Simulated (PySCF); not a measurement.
Compound: C5H11Si2 (doublet state).
Geometry (GFN2-xTB, Å), atoms numbered from 1 in this order:
```
atom  x, y, z in Å
C1     3.1863   -0.0511   -0.7164
C2     2.2968   -0.5246    0.3382
C3     1.0565   -0.5446    0.7084
C4    -0.0973    0.0742   -0.0446
Si5   -1.5923   -1.0844   -0.4307
C6    -2.7140    0.2447    0.3780
Si7   -1.2141    1.2947    0.9501
H8     2.6396    0.4920   -1.4983
H9     3.6979   -0.8934   -1.1851
H10    3.9402    0.6206   -0.3022
H11    0.7639   -1.0343    1.6307
H12    0.2980    0.5374   -0.9511
H13   -1.8299   -1.3490   -1.8513
H14   -1.5532   -2.3472    0.3084
H15   -3.3618    0.7576   -0.3279
H16   -3.3548   -0.1175    1.1771
H17   -0.9805    1.2460    2.3944
H18   -1.1898    2.6852    0.4907
```

The hyperfine couplings belong to this conformer and change with its torsions.

Identity: `C/[C]=C\C1[SiH2]C[SiH2]1` [radical].

Level of theory: UKS B3LYP, pcH-1 on C H Si, non-relativistic, mean-field spin-orbit, GIAO (PySCF). One conformer (not necessarily the lowest) at the GFN2-xTB geometry, without solvent, vibrations or thermal averaging. A GFN2-xTB geometry isn't a minimum of the functional, and hyperfine couplings can be far from their values at a DFT geometry. No stability test was run, so a lower SCF solution isn't excluded.

The isotropic 13C couplings are +275.6, +64.5, +18.4, +5.6, -4.6 MHz. Assign them to C1; C2; C3; C4; C6.

| site | a_iso (MHz) | ρ(0) (bohr⁻³) | position | distance from C2 (Å) | spin population | largest \|T\| (MHz) |
| --- | --- | --- | --- | --- | --- | --- |
| C1 | +18.4 | +0.0163 | 1 bond from C2 | 1.46 | -0.05 | 8.4 |
| C2 | +275.6 | +0.2452 | largest spin population | 0.00 | +0.99 | 141.7 |
| C3 | -4.6 | -0.0041 | 1 bond from C2 | 1.29 | -0.15 | 17.7 |
| C4 | +64.5 | +0.0574 | 2 bonds from C2 | 2.50 | +0.08 | 15.2 |
| C6 | +5.6 | +0.0050 | 4 bonds from C2 | 5.07 | 0.00 | 1.0 |

ρ(0) is the spin density at the nucleus and T the dipolar tensor; a_iso includes a spin–orbit part; entries for several nuclei are means. The Mulliken spin populations are largest on C2 (+0.99), C3 (-0.15), C4 (+0.08) and H8 (+0.07). C2 is the only atom above +0.15. The positive populations add up to 1.21 and the negative ones to -0.21, together 2S = 1.

The spin density at the nucleus, in bohr⁻³, is negative for Si5/Si7 (-0.0116), C3 (-0.0041) and H12 (-0.0011), for instance. A restricted open-shell determinant has no negative spin density anywhere; here it arises because α and β orbitals differ (spin polarisation).

Means are taken over nuclei equivalent by connectivity, which assumes that they swap fast. The three 1H nuclei of mean +64.0 MHz run from 26.5 to 138.4 MHz in the frozen geometry.
